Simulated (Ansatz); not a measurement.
Ansatz (a program for electronic structure) input (HF/3-21G): The .json file is the Basis Set Exchange's 3-21G.

Ansatz 0.2 input:
```yaml
crystal:
  periodic: [false, false, false]
  atoms:
    - {symbol: Cu, position_ang: [-0.31822903, -0.16821550, -0.25061839]}
    - {symbol: O, position_ang: [1.01131772, 0.43893636, 0.78077085]}
    - {symbol: H, position_ang: [1.13810009, 1.36675859, 1.02176664]}
basis:
  gaussian:
    orbitals: 3-21G.json
hamiltonian:
  xc: {name: HF}
total_charge: -1
magnetization: {spin_polarized: true, initial_magnetization: 1}
phonons: {temperatures: {t_min: 298.15, t_max: 298.15, t_step: 100}}
```

Output:

```
Functional definition: HF
integrals: 0.00 GiB planned
432 factors; integrals over basis functions are off by at most 5.5e-4 eV
mean field: 0.11 GiB planned
mean field evaluation 1: about -46418.7484 eV, gradient 3.3e1 eV
mean field evaluation 2: about -46418.8784 eV, gradient 3.3e1 eV
mean field evaluation 4: about -46421.9193 eV, gradient 4.8e0 eV
mean field evaluation 8: about -46422.2156 eV, gradient 2.5e-1 eV
mean field evaluation 16: about -46422.2218 eV, gradient 3.1e-4 eV
mean field evaluation 32: about -46422.2218 eV, gradient 1.3e-5 eV
mean field evaluation 64: about -46418.1875 eV, gradient 4.7e0 eV
mean field evaluation 96: about -46422.1382 eV, gradient 5.1e-1 eV
mean field evaluation 128: about -46422.1626 eV, gradient 1.9e-1 eV
mean field evaluation 160: about -46422.0877 eV, gradient 2.8e-1 eV
mean field evaluation 192: about -46418.1012 eV, gradient 3.9e1 eV
mean field evaluation 224: about -46420.7281 eV, gradient 4.1e-1 eV
mean field evaluation 256: about -46420.1921 eV, gradient 2.7e-1 eV
mean field evaluation 288: about -46417.6956 eV, gradient 3.7e1 eV
mean field evaluation 320: about -46417.5720 eV, gradient 1.7e0 eV
mean field evaluation 352: about -46422.2195 eV, gradient 4.4e-2 eV
mean field evaluation 384: about -46418.0288 eV, gradient 8.5e0 eV
mean field evaluation 416: about -46401.5615 eV, gradient 7.3e1 eV
mean field evaluation 448: about -46413.9866 eV, gradient 1.3e1 eV
mean field -46422.22177737 eV, -1705.9851842065 hartree, gradient 1.2e-6 eV, S^2 0.804437; 5 other end points of the search recorded, 0 dependent functions left out
the calculation of the forces begins
reference -46422.22177737 eV, -1705.9851842065 hartree; 20, 19 occupied and 20, 21 virtual orbitals, 432 factors
these checks for a lower state are left out or cut short: stability, starts, cluster_reference, orbital_swaps, neighbouring_geometries, increment
integrals: 0.00 GiB planned
432 factors; integrals over basis functions are off by at most 5.5e-4 eV
mean field: 0.11 GiB planned
mean field -46422.22171614 eV, -1705.9851819563 hartree, gradient 7.8e-6 eV, S^2 0.804917; 0 other end points of the search recorded, 0 dependent functions left out
the calculation of the forces begins
reference -46422.22171614 eV, -1705.9851819563 hartree; 20, 19 occupied and 20, 21 virtual orbitals, 432 factors
these checks for a lower state are left out or cut short: stability, starts, cluster_reference, orbital_swaps, neighbouring_geometries, increment
integrals: 0.00 GiB planned
432 factors; integrals over basis functions are off by at most 5.5e-4 eV
mean field: 0.11 GiB planned
mean field evaluation 480: about -46422.2207 eV, gradient 2.6e-2 eV
mean field -46422.22171659 eV, -1705.9851819726 hartree, gradient 7.9e-6 eV, S^2 0.803950; 0 other end points of the search recorded, 0 dependent functions left out
the calculation of the forces begins
reference -46422.22171659 eV, -1705.9851819726 hartree; 20, 19 occupied and 20, 21 virtual orbitals, 432 factors
these checks for a lower state are left out or cut short: stability, starts, cluster_reference, orbital_swaps, neighbouring_geometries, increment
integrals: 0.00 GiB planned
432 factors; integrals over basis functions are off by at most 5.5e-4 eV
mean field: 0.11 GiB planned
mean field evaluation 512: about -46422.2218 eV, gradient 1.8e-6 eV
mean field -46422.22177214 eV, -1705.9851840140 hartree, gradient 8.0e-6 eV, S^2 0.804231; 0 other end points of the search recorded, 0 dependent functions left out
the calculation of the forces begins
reference -46422.22177214 eV, -1705.9851840140 hartree; 20, 19 occupied and 20, 21 virtual orbitals, 432 factors
these checks for a lower state are left out or cut short: stability, starts, cluster_reference, orbital_swaps, neighbouring_geometries, increment
integrals: 0.00 GiB planned
432 factors; integrals over basis functions are off by at most 5.5e-4 eV
mean field: 0.11 GiB planned
mean field -46422.22177216 eV, -1705.9851840148 hartree, gradient 7.7e-6 eV, S^2 0.804633; 0 other end points of the search recorded, 0 dependent functions left out
the calculation of the forces begins
reference -46422.22177216 eV, -1705.9851840148 hartree; 20, 19 occupied and 20, 21 virtual orbitals, 432 factors
these checks for a lower state are left out or cut short: stability, starts, cluster_reference, orbital_swaps, neighbouring_geometries, increment
integrals: 0.00 GiB planned
432 factors; integrals over basis functions are off by at most 5.5e-4 eV
mean field: 0.11 GiB planned
mean field evaluation 544: about -46422.0598 eV, gradient 6.7e-2 eV
mean field -46422.22170671 eV, -1705.9851816094 hartree, gradient 7.8e-6 eV, S^2 0.804221; 0 other end points of the search recorded, 0 dependent functions left out
the calculation of the forces begins
reference -46422.22170671 eV, -1705.9851816094 hartree; 20, 19 occupied and 20, 21 virtual orbitals, 432 factors
these checks for a lower state are left out or cut short: stability, starts, cluster_reference, orbital_swaps, neighbouring_geometries, increment
integrals: 0.00 GiB planned
432 factors; integrals over basis functions are off by at most 5.5e-4 eV
mean field: 0.11 GiB planned
mean field evaluation 576: about -46422.2217 eV, gradient 4.0e-6 eV
mean field -46422.22170673 eV, -1705.9851816102 hartree, gradient 7.9e-6 eV, S^2 0.804643; 0 other end points of the search recorded, 0 dependent functions left out
the calculation of the forces begins
reference -46422.22170673 eV, -1705.9851816102 hartree; 20, 19 occupied and 20, 21 virtual orbitals, 432 factors
these checks for a lower state are left out or cut short: stability, starts, cluster_reference, orbital_swaps, neighbouring_geometries, increment
integrals: 0.00 GiB planned
432 factors; integrals over basis functions are off by at most 5.5e-4 eV
mean field: 0.11 GiB planned
mean field evaluation 608: about -46422.2217 eV, gradient 7.8e-6 eV
mean field -46422.22169983 eV, -1705.9851813566 hartree, gradient 7.8e-6 eV, S^2 0.804418; 0 other end points of the search recorded, 0 dependent functions left out
the calculation of the forces begins
reference -46422.22169983 eV, -1705.9851813566 hartree; 20, 19 occupied and 20, 21 virtual orbitals, 432 factors
these checks for a lower state are left out or cut short: stability, starts, cluster_reference, orbital_swaps, neighbouring_geometries, increment
integrals: 0.00 GiB planned
432 factors; integrals over basis functions are off by at most 5.5e-4 eV
mean field: 0.11 GiB planned
mean field -46422.22169792 eV, -1705.9851812864 hartree, gradient 7.9e-6 eV, S^2 0.804445; 0 other end points of the search recorded, 0 dependent functions left out
the calculation of the forces begins
reference -46422.22169792 eV, -1705.9851812864 hartree; 20, 19 occupied and 20, 21 virtual orbitals, 432 factors
these checks for a lower state are left out or cut short: stability, starts, cluster_reference, orbital_swaps, neighbouring_geometries, increment
integrals: 0.00 GiB planned
432 factors; integrals over basis functions are off by at most 5.5e-4 eV
mean field: 0.11 GiB planned
mean field evaluation 640: about -46422.2218 eV, gradient 6.5e-5 eV
mean field -46422.22176335 eV, -1705.9851836911 hartree, gradient 7.9e-6 eV, S^2 0.804160; 0 other end points of the search recorded, 0 dependent functions left out
the calculation of the forces begins
reference -46422.22176335 eV, -1705.9851836911 hartree; 20, 19 occupied and 20, 21 virtual orbitals, 432 factors
these checks for a lower state are left out or cut short: stability, starts, cluster_reference, orbital_swaps, neighbouring_geometries, increment
integrals: 0.00 GiB planned
432 factors; integrals over basis functions are off by at most 5.5e-4 eV
mean field: 0.11 GiB planned
mean field evaluation 672: about -46422.2218 eV, gradient 1.5e-6 eV
mean field -46422.22176287 eV, -1705.9851836734 hartree, gradient 7.8e-6 eV, S^2 0.804704; 0 other end points of the search recorded, 0 dependent functions left out
the calculation of the forces begins
reference -46422.22176287 eV, -1705.9851836734 hartree; 20, 19 occupied and 20, 21 virtual orbitals, 432 factors
these checks for a lower state are left out or cut short: stability, starts, cluster_reference, orbital_swaps, neighbouring_geometries, increment
integrals: 0.00 GiB planned
432 factors; integrals over basis functions are off by at most 5.5e-4 eV
mean field: 0.11 GiB planned
mean field -46422.22170324 eV, -1705.9851814821 hartree, gradient 7.8e-6 eV, S^2 0.804647; 0 other end points of the search recorded, 0 dependent functions left out
the calculation of the forces begins
reference -46422.22170324 eV, -1705.9851814821 hartree; 20, 19 occupied and 20, 21 virtual orbitals, 432 factors
these checks for a lower state are left out or cut short: stability, starts, cluster_reference, orbital_swaps, neighbouring_geometries, increment
integrals: 0.00 GiB planned
432 factors; integrals over basis functions are off by at most 5.5e-4 eV
mean field: 0.11 GiB planned
mean field evaluation 704: about -46422.2217 eV, gradient 5.9e-4 eV
mean field -46422.22170512 eV, -1705.9851815512 hartree, gradient 7.9e-6 eV, S^2 0.804218; 0 other end points of the search recorded, 0 dependent functions left out
the calculation of the forces begins
reference -46422.22170512 eV, -1705.9851815512 hartree; 20, 19 occupied and 20, 21 virtual orbitals, 432 factors
Total energy: -46422.22177737 eV, -1705.9851842065 hartree
Atom 0 at    -0.318229    -0.168215    -0.250618 Å, force     0.000002     0.000001     0.000002 eV/Å
Atom 1 at     1.011318     0.438936     0.780771 Å, force    -0.000076    -0.000443    -0.000126 eV/Å
Atom 2 at     1.138100     1.366759     1.021767 Å, force     0.000074     0.000443     0.000124 eV/Å
Dipole moment:     0.489328     0.449315     0.416628 e Å
Vibrations: 484.37 678.12 3809.25 cm⁻¹, zero-point energy 0.308208 eV
```

The blocks after the first are displaced geometries, from whose forces the wavenumbers follow.

The dipole moment of an ion depends on the origin.
